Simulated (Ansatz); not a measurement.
Task: Predict a relaxed structure of HgF2 (the lowest singlet isomer of a short search), charge 0, singlet, at B3LYP-D4/def2-TZVP (Ansatz).

Result: 
```xyz
3

Hg    0.000    0.000    0.000
F    -1.629   -1.040   -0.095
F     1.629    1.040    0.095
```
Point group D∞h (tolerance 0.1 Å). The metal has 2 neighbours: F 1.94 Å, F 1.94 Å. This is one stationary point.

In the def2 sets Hg takes a core potential; there is no spin–orbit coupling. The structure comes from a short search, and lower isomers may exist.
